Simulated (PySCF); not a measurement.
A structure optimised at PBE0-D3(BJ)/def2-SVP, used in a PySCF frequency run:

```xyz
12

Te     0.5405     0.0899     0.5345
F      0.8778     1.6961    -0.5261
C     -1.3085    -0.3413    -0.5259
C     -1.7977    -1.7079    -0.0797
C     -1.0783    -0.2195    -2.0184
H     -2.0069     0.4378    -0.1844
H     -2.7622    -1.9342    -0.5638
H     -1.0917    -2.5039    -0.3666
H     -1.9605    -1.7626     1.0087
H     -0.6262     0.7503    -2.2704
H     -2.0395    -0.3026    -2.5544
H     -0.4103    -1.0150    -2.3841
```
Charge 0, spin multiplicity 1.

Problem. Write its SMILES and formula.

Solution. CC(C)[Te]F, C3H7FTe

Problem. What are its rotational constants (standard atomic weights)?

Solution. 4.1622, 2.0105, 1.4384 GHz
